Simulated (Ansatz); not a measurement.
BeH2S (SMILES [BeH][SH]) moved off its minimum; all values from Ansatz (an electronic-structure program), cores frozen in correlated methods.
(charge 0, multiplicity 1)
```xyz
4

Be    -0.8362    -0.6818    -0.9109
H     -1.4822    -1.5251    -2.0651
S      0.2128     0.2428     0.1723
H      0.7463    -0.9197     0.9893
```

Forces at MP2/aug-cc-pV(T+d)Z (eV/Å):

| atom | Fx | Fy | Fz |
|---|---|---|---|
| Be1 | -2.351 | -3.099 | -3.613 |
| H2 | 0.792 | 1.317 | 1.809 |
| S3 | 2.813 | -0.494 | 3.633 |
| H4 | -1.255 | 2.275 | -1.828 |

Give the forces (eV/Å), the total energy and the dipole at CCSD(T)/aug-cc-pV(T+d)Z.


```
atom      Fx      Fy      Fz
----  ------  ------  ------
Be1   -2.326  -3.031  -3.542
H2     0.747   1.250   1.719
S3     2.746  -0.330   3.522
H4    -1.167   2.111  -1.700
```
Energy -413.6286 hartree, dipole 1.11 D.
